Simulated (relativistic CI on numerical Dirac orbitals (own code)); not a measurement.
# Hyperfine structure of Te5+, mass number 123

Calculated at this level of theory: Dirac-Coulomb-Breit CI, KLI orbitals optimised for each configuration, model QED (radiative potential, 1s self-energy scaled to tabulated hydrogen-like ionisation energies), valence Slater integrals scaled by 0.85, P86 correlation energy added to each configuration (own radial code, finite nucleus).

Configurations in the expansion (outside the closed core [Kr]): 4d¹⁰5s, 4d¹⁰5p, 4d¹⁰5d, 4d¹⁰5f, 4d¹⁰5g, 4d¹⁰4f, 4d¹⁰6s, 4d⁹5s², 4d¹⁰6p, 4d⁹5s4f, 4d¹⁰6d, 4d⁸5s5p², 4d¹⁰7s, 4d⁹5p², 4d⁹5s5p, 4d¹⁰7p. Levels of other configurations are missing.

Nuclear spin I = 1/2, μ = -0.7358 μN (tables of Stone and Pyykkö). The electronic factors are computed for point nuclear moments, without core polarisation or the Bohr-Weisskopf and QED corrections.

| Level | E (cm⁻¹) | A (MHz) |
| --- | --- | --- |
| 4d¹⁰5s ²S1/2 | 0.0 | -52030 |
| 4d¹⁰5p ²P°1/2 | 90868.7 | -12720 |
| 4d¹⁰5p ²P°3/2 | 102211.4 | -2022 |
| 4d¹⁰5d ²D3/2 | 233679.4 | -624.4 |
| 4d¹⁰5d ²D5/2 | 235228.0 | -259.1 |
| 4d¹⁰4f ²F°7/2 | 264318.3 | -97.73 |
| 4d¹⁰4f ²F°5/2 | 264553.9 | -188.4 |
| 4d¹⁰6s ²S1/2 | 272027.8 | -18230 |

Levels with J = 0, under 50 % of one LS term, or S terms without an open s electron are left out. Small factors come from cancelling terms and can be off by tens of per cent or more.

At this charge configurations can still be misplaced by up to about 7 % of their energy. Levels and lines within the n = 5 or 6 shells can be off by up to 10 % or somewhat more, and those that change n by about 2 %, since core polarisation is missing. 19 of the 28 excited levels that our extract of the measured tables holds in this range could be paired (the sources list more); they are missed by 6044 cm⁻¹ on average and 11008 at most, and levels without a partner can miss by more.

Problem. Give the hyperfine levels of 4d¹⁰5s ²S1/2 relative to its centre of gravity.

Solution. With K = F(F + 1) − I(I + 1) − J(J + 1), E = AK/2: F = 0: 39020, F = 1: -13010 MHz.

LS names give the leading component of a level, which can be under half, so a name can repeat, a term be missing and a line seem to break the LS rules.
